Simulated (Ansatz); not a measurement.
CH3ClSi, SMILES `C[Si]Cl` (lower singlet) (charge 0, multiplicity 1). This singlet lies 1.63 eV below the relaxed triplet at the level frozen-core CCSD(T)/cc-pVTZ // B3LYP-D3(BJ)/def2-TZVP (Ansatz, a first-principles code).

Z-matrix (Å, degrees):
```
C
H 1 1.0921
H 1 1.0943 2 109.19
H 1 1.0959 2 108.65 3 116.15
Si 1 1.8953 2 111.43 4 120.83
Cl 5 2.1104 1 98.41 2 176.87
```
Charge 0, spin multiplicity 1.

Frozen-core energies in 6-31g from Ansatz at a geometry from B3LYP-D3(BJ)/def2-TZVP; the HF reference has <S^2> = 0.00 (restricted, and unstable towards unrestricted orbitals) and the T1 diagnostic is 0.014.

| level | energy (Ha) |
|---|---|
| HF | -787.95748 |
| MP2 | -788.13036 |
| CCSD | -788.16071 |

Question: Estimate the energies of CCSD(T), CCSDT, CCSDT(Q) and CCSDTQ, and give each level's difference from CCSDTQ.

Answer: 
```json
[
 {"level": "MP2", "energy (Ha)": "-788.13036", "difference from CCSDTQ (mHa)": "35.96"},
 {"level": "CCSD", "energy (Ha)": "-788.16071", "difference from CCSDTQ (mHa)": "5.62"},
 {"level": "CCSD(T)", "energy (Ha)": "-788.16543", "difference from CCSDTQ (mHa)": "0.90"},
 {"level": "CCSDT", "energy (Ha)": "-788.16608", "difference from CCSDTQ (mHa)": "0.24"},
 {"level": "CCSDT(Q)", "energy (Ha)": "-788.16633", "difference from CCSDTQ (mHa)": "0.00"},
 {"level": "CCSDTQ", "energy (Ha)": "-788.16633", "difference from CCSDTQ (mHa)": "0.00"}
]
```
